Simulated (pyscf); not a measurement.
Structures and frequencies: ωB97X-D3(BJ)/def2-SVP in PySCF.

### Question
How much does it cost (ΔH, 298 K, ωB97M-D3(BJ)/def2-TZVP) to split `[GeH3][NH][GeH3]` at its Ge–N bond into GeH₃• + •HN–GeH₃?

### Answer
Ge–N to GeH₃• + •HN–GeH₃: 86.0 kcal/mol. The 7 functionals that were run give +80.5 (r²SCAN) to +90.5 kcal/mol (ωB97X-D3(BJ)/def2-TZVP). •HN–GeH₃ lies 28.5 kcal/mol over its isomer H₂N–GeH₂• (electronic energy, ωB97M-D3(BJ)/def2-TZVP). Elements up to Kr have no core potential and no relativistic terms here.
